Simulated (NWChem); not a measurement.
## Relativistic effects in OTe

```xyz
2

O      0.0000     0.0000     1.6038
Te     0.0000     0.0000    -0.2467
```
Charge 0, spin multiplicity 3.

Program: NWChem. Structure: optimised with UPBE0/def2-SVP with def2 effective core potentials on Te, a minimum by its harmonic frequencies.

Functional PBE0, all-electron basis x2c-SVPall-2c, contracted for the X2C Hamiltonian and used here with ZORA. The ion keeps the geometry and has multiplicity 2 in the scalar run; the spin-orbit run starts from the same electron counts.

Relative cost: rough, from shared machines, SCF included, scalar ZORA = 1.

The structure started from a generated list of species. No SCF solution was tested for a lower state.

| Hamiltonian | ΔSCF ionisation energy (eV) | relative cost |
|---|---|---|
| scalar ZORA | 9.72 | 1 |
| spin-orbit ZORA | 9.46 | under 3 |

From scalar ZORA to spin-orbit ZORA the ionisation energy shrinks by 0.26 eV.
